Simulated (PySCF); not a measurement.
HSSi, SMILES [Si]=[SH+] (connectivity only; charge and spin as stated), charge +1, multiplicity 1. Atoms are numbered in the order given.

```xyz
3

Si    -0.0016     1.1230     0.0000
S     -0.0789    -0.9268     0.0000
H      1.2848    -0.8922     0.0000
```
Charge +1, spin multiplicity 1.

Coordinates come from a PBE0-D3(BJ)/def2-TZVP optimisation. The isomer is the one that the SMILES or the coordinates give; other isomers of the formula were not compared.

Calculation: M06-2X/def2-TZVPD (PySCF).

Symmetry labels are those of the subgroup Cs that the program uses (full group Cs).

Computed valence orbital energies around the gap with their symmetry:
```
orbital  symmetry  energy (eV)
-------  --------  -----------
HOMO−7         A'      -114.08
HOMO−6         A"      -114.04
HOMO−5         A'      -113.97
HOMO−4         A'       -29.44
HOMO−3         A'       -21.10
HOMO−2         A'       -19.23
HOMO−1         A"       -16.00
HOMO           A'       -15.81
LUMO           A'        -8.61
LUMO+1         A"        -8.07
LUMO+2         A'        -5.00
LUMO+3         A'        -4.56
```
